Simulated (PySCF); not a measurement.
# Dipole response of Pd⁺ (palladium, charge +1)

[Kr] 4d9, 2D determinant. Calculation: PySCF 2.14, in x2c-TZVPPall with one added diffuse shell each of s, p, d, f type (9s7p7d3f1g, 95 functions); the spin-free X2C one-electron Hamiltonian (Gaussian nucleus). Coupled (time-dependent) response in atomic units; α is the mean over directions.

| method | mean α (bohr³) | α xx, yy, zz | C₆ (like pair) | S(−4) |
| --- | --- | --- | --- | --- |
| MN15 | 11.58 | 11.34, 11.34, 12.07 | 70.32 | 46.44 |
| PBEsol | 12.15 | 11.90, 11.90, 12.66 | 75.14 | 54.16 |

S(−4) is the Cauchy moment in α(ω) = α(0) + S(−4) ω² + …

Spin-orbit coupling is absent.

α(iu) at PBEsol:

| u (hartree) | α(iu) (bohr³) |
| --- | --- |
| 0 | 12.15 |
| 0.0500 | 12.02 |
| 0.100 | 11.65 |
| 0.200 | 10.50 |
| 0.300 | 9.248 |
| 0.500 | 7.188 |
| 0.750 | 5.436 |
| 1.00 | 4.255 |
| 1.50 | 2.820 |
| 2.00 | 2.012 |
| 3.00 | 1.165 |
| 5.00 | 0.5246 |

A single London oscillator, α(iu) = α/(1 + u²/ω²), gives C₆ = (3/4) ω α². Matching the computed C₆ needs ω = 4 × 75.14 / (3 × 12.15²) = 0.679 hartree.

For an ion, C₆ is the dispersion term alone; charge-induced terms of lower order in 1/R come first.

The components differ because the open shell of this determinant is not spherical; for a pure term their mean is the scalar polarisability.
